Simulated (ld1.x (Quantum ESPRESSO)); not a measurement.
# Reading a pseudo-wave (sulfur (S))

Columns: radius, all-electron u(r) and pseudo u(r) of the 3p shell (level -7.01 eV) of sulfur in the configuration [Ne] 3s2 3p4; PBE, scalar-relativistic, PAW scheme, ld1.x (Quantum ESPRESSO) 7.5.

| r (bohr) | all-electron | pseudo |
| --- | --- | --- |
| 0.082 | 0.1245 | -0.0069 |
| 0.165 | 0.2704 | -0.0278 |
| 0.248 | 0.3290 | -0.0614 |
| 0.330 | 0.3064 | -0.1055 |
| 0.413 | 0.2287 | -0.1590 |
| 0.495 | 0.1222 | -0.2182 |
| 0.578 | 0.0020 | -0.2817 |
| 0.660 | -0.1173 | -0.3456 |
| 0.742 | -0.2300 | -0.4083 |
| 0.825 | -0.3333 | -0.4683 |
| 0.908 | -0.4241 | -0.5233 |
| 0.990 | -0.5010 | -0.5716 |
| 1.072 | -0.5654 | -0.6132 |
| 1.155 | -0.6184 | -0.6485 |
| 1.238 | -0.6598 | -0.6769 |
| 1.320 | -0.6901 | -0.6987 |
| 1.402 | -0.7112 | -0.7145 |
| 1.485 | -0.7242 | -0.7250 |
| 1.568 | -0.7301 | -0.7301 |
| 1.650 | -0.7299 | -0.7299 |
| 1.733 | -0.7245 | -0.7245 |
| 1.815 | -0.7151 | -0.7151 |
| 1.898 | -0.7021 | -0.7021 |
| 1.980 | -0.6865 | -0.6865 |
| 2.062 | -0.6688 | -0.6688 |
| 2.145 | -0.6492 | -0.6492 |

(1) How many radial nodes do the two functions have?

(2) At about which radius was the pseudo-wave matched?

(3) Is the pseudo-wave norm-conserving?

## Answers

(1) The all-electron 3p function has n − l − 1 = 1; the pseudo-wave has 0, since the states of the same l below it are removed with the core.

(2) 1.60 bohr, where the columns begin to agree (steps of 0.08 bohr).

(3) No, it belongs to a PAW set: the norm inside the radius is not constrained, and the difference is carried by the augmentation charge.
